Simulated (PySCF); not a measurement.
Electron correlation in Tb⁴⁷⁺ (terbium, charge +47)

[Ar], closed-shell 1S. All numbers are calculated (PySCF 2.14, scalar relativity by spin-free X2C-1e, in an uncontracted even-tempered set (18 s from 10 bohr⁻², ratio 2.5; 12 p from 14 bohr⁻², ratio 2.5; 4 d from 58 bohr⁻², ratio 2.7; 4 f from 87 bohr⁻², ratio 2.7)). Frozen: 1s2; 16 electrons correlated; the 21 highest virtual orbitals of each spin left out.

| level | correlation energy (mhartree) |
| --- | --- |
| CCSD | -677.18 |
| (T) | -0.88 |
| CCSD(T) | -678.06 |

Diagnostics: T1 = 0.00022, D1 = 0.0005, largest double amplitude 0.013.

Q: Is a single reference adequate?

A: Yes, within this model without spin-orbit coupling: T1 lies below 0.03 and no double amplitude reaches 0.07.

At this charge the one-electron X2C treatment keeps the bare 1/r₁₂, with no two-electron picture change or Breit term. The effect here is smaller than on the frozen 1s shell; and a scalar Hamiltonian misses the large spin-orbit splitting of the p shells, which matters for ns² → np² pairs.
